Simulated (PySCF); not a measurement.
Vertical excitations of a molecule CH₈FNSi₂ from TDA-PBE/def2-SVPD run with PySCF, as energy in eV (oscillator strength): 5.36 (0.014), 5.59 (0.005), 6.23 (0.010), 6.25 (0.004), 6.48 (0.008), 6.63 (0.006), 6.69 (0.023), 6.92 (0.001), 6.97 (0.041), 7.12 (0.014). Lowest triplet (TDA): 5.04 eV. Coordinates come from a PBE-D3(BJ)/def2-SVP optimisation. One conformer was computed; it need not be the lowest.

Which molecule gave these data?
A) FC[SiH2]N[SiH3]
B) N[C@H]([SiH3])[SiH2]F
C) N[SiH2]C[SiH2]F
D) N[SiH2][C@H](F)[SiH3]

B, N[C@H]([SiH3])[SiH2]F
